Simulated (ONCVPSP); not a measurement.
# Before and after: ONCV potential for manganese

Mn, optimised norm-conserving Vanderbilt (ONCV), made with ONCVPSP 4.0.1 (LDA (Perdew-Zunger), scalar-relativistic). Core [Ar], reference 3d5 4s1.5 4p0.5. Waves: 4s: rc 2.35 bohr, ncon 3, nbas 7, qcut 2.9 1/bohr, 1 projector; 4p: rc 3.25 bohr, ncon 4, nbas 8, qcut 2.9 1/bohr, 1 projector; 3d: rc 1.60 bohr, ncon 4, nbas 8, qcut 10 1/bohr, 2 projectors, debl 2 Ha. Local part: polynomial inside 1.40 bohr (lpopt 5, dvloc0 0 Ha). Core correction: Teter function, fcfact 5.25, rcfact 1.35.

Change: d: qcut 8.9.

Cutoffs: the cutoffs (Ha) at which the residual kinetic energy of the hardest occupied pseudo-wave falls to 1 and 0.1 mHa per electron; they do not see the model core or the augmentation charge, which bear on the density cutoff. Errors are all-electron minus pseudo energies relative to the spin-unpolarised reference configuration.

Question: How do hardness, ghosts and transferability respond?

Answer: The potential gets softer (38 Ha and 43 Ha → 34 Ha and 38 Ha); both files keep a bound ghost (s); of the 4 tests that both files solve, the error grows in 1 and shrinks in 0 by more than 15 % and 0.3 meV (median size 3.9 → 4.1 meV). The waves are optimised to have the least kinetic energy above qcut, so the cutoff follows it (qcut²/2 in Ha).

```tsv
quantity	base	changed
cutoff, loose	38 Ha	34 Ha
cutoff, tight	43 Ha	38 Ha
loose cutoff by channel	s 3.7 Ha, p 1.2 Ha, d 38 Ha	s 3.7 Ha, p 1.2 Ha, d 34 Ha
bound ghosts	s	s
GHOST(+) flags under 300 eV	p at 18.7 eV	p at 18.7 eV
error for 3d5 4s2 4p0, meV [ΔE -1.93 eV]	-0.3	-0.3
error for 3d5 4s1 4p0, meV [ΔE 6.72 eV]	-4.0	-3.7
error for 3d5 4s0 4p0, meV [ΔE 22.60 eV]	-33	-31
error for 3d5 4s0 4p1, meV [ΔE 11.54 eV]	+3.8	+4.5
s: phases at 2.38 bohr within 0.05 rad from the reference energy up to (Ha; the scan ends near 5)	1.8	1.8
p: phases at 3.29 bohr within 0.05 rad from the reference energy up to (Ha; the scan ends near 5)	0.4	0.4
d: phases at 1.63 bohr within 0.05 rad from the reference energy up to (Ha; the scan ends near 5)	to the end of the scan	to the end of the scan
rms error of d²Exc/dni dnj with the model core, mHa	4.60	4.52
```

 A true bound ghost makes a file unfit for plane-wave use even where its test errors are small: the radial tests pick states by their node count and pass the ghost by.
